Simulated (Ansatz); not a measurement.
Reaction (ligand exchange at the Si–Br bond): `N[SiH](Br)CO` + H–F → `N[SiH](F)CO` + HBr

Program: Ansatz. Geometries: PBE0-D4/def2-TZVP. ΔE: electronic, gas phase. CCSD(T)/CBS is the MP2 limit (def2-TZVPP, def2-QZVPP) plus CCSD(T) − MP2 in def2-TZVPP, frozen cores. This one scheme is used for every species. Functionals use def2-TZVPP. B3LYP here is the variant with VWN-RPA as its local correlation; programs differ in this. For Br outer-core shells are correlated without core-valence functions, which leaves a few kJ/mol of doubt a bond. Scalar relativity is left out up to krypton. Each species was taken in one conformer, which may not be the lowest.

**Question.** Is it downhill or uphill in electronic energy at CCSD(T)/CBS, and by how much? (Best estimate.)

**Answer.** Computed: Downhill: ΔE = -0.40 eV.

**Question.** What do these levels give: PBE-D4, r2SCAN-D4, PBE0-D4, ωB97M-V, B2PLYP, PBE, r2SCAN, B3LYP, HF/def2-TZVPP, SCS-MP2/def2-TZVPP, HF/def2-QZVPP, HF/CBS(def2)? (An estimate is asked.)

**Answer.** The calculation gave: PBE-D4 -0.31, r2SCAN-D4 -0.43, PBE0-D4 -0.33, ωB97M-V -0.45, B2PLYP -0.51, PBE -0.37, r2SCAN -0.44, B3LYP -0.56, HF/def2-TZVPP -0.65, SCS-MP2/def2-TZVPP -0.47, HF/def2-QZVPP -0.68, HF/CBS(def2) -0.68 eV.

Largest T1 diagnostic among the species: 0.011.

The D4 term adds +0.10 eV with B3LYP and +0.05 eV with PBE0; it sums over pairs of atoms, weighted by their polarisabilities, and B3LYP, whose exchange is more repulsive, gets the larger term. In def2-TZVPP, CCSD(T) changes the Hartree–Fock value by +0.19 eV (the triples alone add +0.04 eV) and MP2 by +0.27 eV.
